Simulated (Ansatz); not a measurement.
CHO$_{2}$ (SMILES O=C=[OH+]), charge +1, singlet, at a GFN2-xTB geometry, with bond 3-1 at 1.8 times its length; PBE0/cc-pVDZ (Ansatz, a quantum-chemistry and plane-wave program).

Here is a job for Ansatz.
Ansatz 0.2 input:
```yaml
crystal:
  periodic: [false, false, false]
  atoms:
    - {symbol: C, position_ang: [-0.00695796, 0.00985104, -0.11037218]}
    - {symbol: O, position_ang: [-0.02341240, -0.02147629, 1.07634088]}
    - {symbol: O, position_ang: [0.18144923, -0.06885491, -2.10548104]}
    - {symbol: H, position_ang: [-0.55265466, 0.38369998, 1.80163397]}
basis:
  gaussian:
    orbitals: cc-pVDZ
hamiltonian:
  xc: pbe0
total_charge: 1
```

Output, abridged:

```
Functional definition: PBE0
517 factors; their error is unknown
mean field evaluation 1: about -5110.1088 eV, gradient 8.2e1 eV
mean field evaluation 2: about -4941.0676 eV, gradient 1.7e2 eV
mean field evaluation 4: about -5111.5561 eV, gradient 6.6e1 eV
mean field evaluation 8: about -5123.7422 eV, gradient 1.6e0 eV
mean field evaluation 16: about -5123.7458 eV, gradient 1.0e-3 eV
mean field -5123.74576248 eV, -188.2941837716 hartree, gradient 1.4e-5 eV, S^2 0.000000; 0 other end points of the search recorded, 0 dependent functions left out
reference -5123.74577453 eV, -188.2941842144 hartree; 11, 11 occupied and 36, 36 virtual orbitals, 517 factors
Total energy: -5123.74577453 eV, -188.2941842144 hartree
```
